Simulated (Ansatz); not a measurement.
System: SiBr2, charge 0, multiplicity 1. 
Coordinates optimised at B3LYP-D3(BJ)/def2-TZVP (Ansatz, a first-principles code):
SMILES: [Si](Br)Br
```xyz
3

Si     0.0168     0.0210     1.1850
Br     0.9530    -1.4915    -0.2242
Br    -0.9597     1.4831    -0.2498
```

Quantity: vertical triplet-singlet gap (E(triplet) - E(singlet); each state is the SCF solution reached for its spin; for the singlet the Hartree-Fock reference is unstable and T1 is 0.014), in kcal/mol. Cores are frozen in the correlated levels unless marked. Open shells are spin-unrestricted. Spin-orbit coupling is left out. Frozen are the shells of the preceding noble gas and the d and f shells that filled before the atom's block. No relativistic terms. Basis-set limits of correlation are two-point, X^-3; Hartree-Fock from the larger set. The bracket is a focal-point correction in the basis named.

RI-MP2/CBS(def2-TZVPPD,def2-QZVPPD)+[CCSD(T)-MP2]/def2-TZVPPD (Ansatz) gives 52.9 kcal/mol.

Problem. Another calculation gave 53.1 kcal/mol. Which level was it?
(A) wB97M-V/def2-TZVPD (Ansatz)
(B) r2SCAN/def2-TZVPD (Ansatz)
(C) SVWN5/def2-TZVPD (Ansatz)
(D) BHLYP/def2-TZVPD (Ansatz)

Solution. C, SVWN5/def2-TZVPD (Ansatz). The others give 56.9 (wB97M-V), 50.1 (BHLYP), 44.3 (r2SCAN) kcal/mol.
